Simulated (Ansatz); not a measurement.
Calculated with Ansatz (gas phase, PBE0-D4/def2-TZVP geometries, no zero-point term in ΔE). CCSD(T)/CBS adds triple-zeta CCSD(T) − MP2 to the extrapolated MP2 energy (def2 sets, frozen cores). DFT in def2-TZVPP. For Ge outer-core shells are correlated without core-valence functions, which leaves a few kJ/mol of doubt a bond. Scalar relativity is left out up to krypton. Each species was taken in one conformer, which may not be the lowest.

`[SiH3][GeH2][SiH2][GeH2][SiH2][GeH3]` + `[SH][GeH3]` → `[GeH3][S][GeH3]` + `[SiH3][GeH2][SiH2][GeH2][SiH3]`  (cleavage of the Ge–Si bond)

```tsv
level	ΔE (eV)
revPBE-D4	-0.19
BHLYP-D4	-0.27
HF/def2-SVP	-0.41
HF/CBS(def2)	-0.45
```

Q: What does CCSD(T)/CBS give? (Best estimate.)

A: Ansatz gave: -0.25 eV. The listed levels differ from it by 0.06, -0.02, -0.16, -0.20 eV.

Largest T1 diagnostic among the species: 0.013.

The D4 term adds +0.06 eV with B3LYP and +0.04 eV with PBE0; it sums over pairs of atoms, weighted by their polarisabilities, and B3LYP, whose exchange is more repulsive, gets the larger term. In def2-TZVPP, CCSD(T) changes the Hartree–Fock value by +0.20 eV (the triples alone add +0.01 eV) and MP2 by +0.14 eV. From BLYP to BHLYP (50 % exact exchange), in def2-TZVPP and without D4, ΔE moves by −0.05 eV.

B3LYP here is the variant with VWN-RPA as its local correlation; programs differ in this.
